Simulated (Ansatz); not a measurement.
Reaction (ligand exchange at a Ga–Cl bond): `[NH2][Ga]([SH])[Cl]` + NH₃ → `[NH2][Ga]([NH2])[SH]` + HCl

Isolated molecules relaxed with PBE0-D4/def2-TZVP in Ansatz; ΔE leaves out vibrations. CCSD(T)/CBS adds triple-zeta CCSD(T) − MP2 to the extrapolated MP2 energy (def2 sets, frozen cores). This one scheme is used for every species. Functionals use def2-TZVPP. For Ga outer-core shells are correlated without core-valence functions, which leaves a few kJ/mol of doubt a bond. Scalar relativity is left out up to krypton. One conformer a species, not always the lowest.

```tsv
level	ΔE (kcal/mol)
LDA (SPW92)	20.4
PBE-D4	22.2
r2SCAN-D4	22.9
PBE-QIDH	22.6
revPBE	22.8
BLYP	22.1
PBE0	22.9
CAM-B3LYP	21.5
```

Problem. What does CCSD(T)/CBS give? (Estimate.)

Solution. The calculation gave: +20.8 kcal/mol. The listed levels differ from it by -0.4, 1.4, 2.1, 1.8, 2.0, 1.3, 2.1, 0.7 kcal/mol.

Largest T1 diagnostic among the species: 0.012.

From BLYP to BHLYP (50 % exact exchange), in def2-TZVPP and without D4, ΔE moves by +1.1 kcal/mol. At CCSD(T), def2-SVP lies +1.5 kcal/mol from the extrapolated value and def2-TZVPP +0.2 kcal/mol.
